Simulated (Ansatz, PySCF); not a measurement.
Breaking the O4–H5 bond in BH3O (SMILES BO) (multiplicity 1 held, fragments rigid). Energies count from the point at 0.963 Å.
Geometry at that point (charge 0, multiplicity 1):
```xyz
5

B     -0.4484    -0.5534     0.0610
H     -0.3382    -1.3375     0.9518
H     -1.3024    -0.6419    -0.7734
O      0.4452     0.4596     0.0279
H      0.3210     1.0699    -0.7069
```

U- levels take the lowest unrestricted solution at each point, which mixes spins at long bonds. Active spaces are followed from a long bond inwards. Curves can end on different states.

Frozen-core correlation. Rows in 6-31G* carry no dispersion term and start afresh at each structure (6-31G* with six Cartesian d functions).

Programs: Ansatz (a program for electronic structure) with Gaussian orbitals; PySCF for 6-31G* rows. Values without a source in brackets are computed.

Q: Give the energy at R = 3.082 Å at the level FIC-MRCISD+Q on CASSCF(4,3)/cc-pVTZ.

A: 109.7 kcal/mol

Q: Give the energy at R = 3.082 Å at the level R-HF/6-31G*.

A: 207.9 kcal/mol

Q: What is the computed energy at R = 3.082 Å (U-SCS-MP2/cc-pVTZ)?

A: 115.6 kcal/mol

Doubts at one or more of the structures used: a restricted determinant that unrestricted orbitals would lower (R-HF/6-31G*); a spin-contaminated determinant (U-SCS-MP2/cc-pVTZ); active orbitals that take no part (FIC-MRCISD+Q on CASSCF(4,3)/cc-pVTZ).
